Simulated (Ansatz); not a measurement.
Two isomers of CH4ClGeNO: A = `N[C](=O)[GeH2][Cl]`, B = `[Cl][GeH]1[NH]C[O]1`.

Calculated with Ansatz (gas phase, PBE0-D4/def2-TZVP geometries, no zero-point term in ΔE). CCSD(T)/CBS is the MP2 limit (def2-TZVPP, def2-QZVPP) plus CCSD(T) − MP2 in def2-TZVPP, frozen cores. DFT in def2-TZVPP. B3LYP here is the variant with VWN-RPA as its local correlation; programs differ in this. For Ge outer-core shells are correlated without core-valence functions, which leaves a few kJ/mol of doubt a bond. Scalar relativity is left out up to krypton. Each species was taken in one conformer, which may not be the lowest.

(1) Which isomer does CCSD(T)/CBS put lower? Give the gap. (An estimate is asked.)

(2) Give E(B) − E(A) in kcal/mol with CCSD/def2-TZVPP, B2PLYP, HF/def2-TZVPP, B3LYP, MP2/def2-TZVPP, B3LYP-D4, CCSD(T)/def2-TZVPP. (Best estimate.)

Largest T1 diagnostic: 0.014.

## Answers

(1) Computed: A, by 5.9 kcal/mol.

(2) Computed: CCSD/def2-TZVPP 5.6, B2PLYP 10.2, HF/def2-TZVPP 8.9, B3LYP 13.3, MP2/def2-TZVPP 5.1, B3LYP-D4 13.1, CCSD(T)/def2-TZVPP 6.1. None reverses the order clearly.

In def2-TZVPP, CCSD(T) changes the Hartree–Fock value by −2.8 kcal/mol (the triples alone add +0.5 kcal/mol) and MP2 by −3.8 kcal/mol. From PBE to PBE0 (25 % exact exchange), in def2-TZVPP and without D4, E(B) − E(A) moves by −3.6 kcal/mol.
